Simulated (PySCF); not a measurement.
Match the calculated data to a structure.

All candidates are C8H12P (charge +1).

| technique | computed result |
| --- | --- |
| Rotational structure | rotational constants A, B, C: 3.892, 0.683, 0.635 GHz [GFN2-xTB] |
| NMR, other nuclei | isotropic shieldings of nuclei other than C and H, by class: 364 (1 P) ppm [GIAO PBE0/pcSseg-1] |
| 13C NMR | chemical shifts (computed TMS as zero) by class: 140.7 (1 C), 139.2 (2 C), 134.0 (2 C), 125.8 (1 C), 28.6 (1 C), 3.5 (1 C) ppm [GIAO PBE0/pcSseg-1] |
| 1H NMR | chemical shifts (computed TMS as zero) by class: 8.25 (1 H), 8.20 (2 H), 7.63 (2 H), 5.36 (2 H), 3.86 (2 H), 2.25 (3 H) ppm [GIAO PBE0/pcSseg-1] |

Electronic properties: PySCF, gas phase, density fitting. Levels stand in brackets. The structure is a single GFN2-xTB conformer in the gas phase; no vibrational or solvent corrections. Each NMR value is the plain mean over a class of atoms that symmetry, rotation or inversion makes alike.

Problem. Which candidate is it?
A. `C#CC[PH2+]C1=CCCC1`
B. `C[PH2+]Cc1ccccc1`
C. `C=C[C@H]1C=C[P@H+](C)C=C1`

Solution. B. It is `C[PH2+]Cc1ccccc1`. Numbering: `[CH3:1][PH2+:2][CH2:3][c:4]1[cH:5][cH:6][cH:7][cH:8][cH:9]1`. 8 carbons fall into 6 classes; from least to most shielded: aromatic CH carbon [C7] (140.7 ppm), aromatic CH carbon [C6/C8] (139.2 ppm, 2 C), aromatic CH carbon [C5/C9] (134.0 ppm, 2 C), substituted aromatic carbon [C4] (125.8 ppm), chain sp3 carbon bound to phosphorus [C3] (28.6 ppm), chain sp3 carbon bound to phosphorus [C1] (3.5 ppm). Hydrogen classes from least to most shielded: 1 H on the para carbon, C7 (8.25 ppm), 2 H on the meta carbons, C6/C8 (8.20 ppm), 2 H on the ortho carbons, C5/C9 (7.63 ppm), 2 H on a phosphonium phosphorus, P2 (5.36 ppm), 2 H on an sp3 carbon bound to phosphorus, C3 (3.86 ppm), 3 H on an sp3 carbon bound to phosphorus, C1 (2.25 ppm). The other shieldings belong to: 364 ppm, phosphonium phosphorus [P2]. The optimised geometry has point group Cs and is an asymmetric top.

The others, at the same levels:
- `C#CC[PH2+]C1=CCCC1` fails: it has 8 carbon classes against 6; its computed 13C shifts are 179.1 (1 C), 115.4 (1 C), 91.2 (1 C), 68.4 (1 C), 41.7 (1 C), 37.9 (1 C), 26.8 (1 C), 13.3 (1 C) ppm, 1H shifts are 7.68 (1 H), 6.11 (2 H), 3.67 (2 H), 3.19 (2 H), 2.77 (2 H), 2.60 (2 H), 2.52 (1 H) ppm and rotational constant A is 4.844 GHz (against 3.892 GHz).
- `C=C[C@H]1C=C[P@H+](C)C=C1` fails: its computed 13C shifts are 174.1 (2 C), 137.7 (1 C), 134.8 (1 C), 103.9 (2 C), 52.8 (1 C), 8.8 (1 C) ppm, 1H shifts are 8.20 (2 H), 6.47 (1 H), 6.28 (1 H), 6.17 (1 H), 6.13 (2 H), 4.66 (1 H), 4.29 (1 H), 2.29 (3 H) ppm and rotational constant A is 3.225 GHz (against 3.892 GHz).

Each candidate is one conformer, not necessarily the lowest. The conformers computed, where there is a choice (atom-mapped SMILES and torsion angles):
- `[CH3:1][PH2+:2][CH2:3][c:4]1[cH:5][cH:6][cH:7][cH:8][cH:9]1`: C1–P2–C3–C4 180°, P2–C3–C4–C5 90°
- `[CH2:1]=[CH:2][C@H:3]1[CH:4]=[CH:5][P@H+:6]([CH3:7])[CH:8]=[CH:9]1`: C1–C2–C3–C4 118°

The conformers of `C#CC[PH2+]C1=CCCC1` aren't listed.
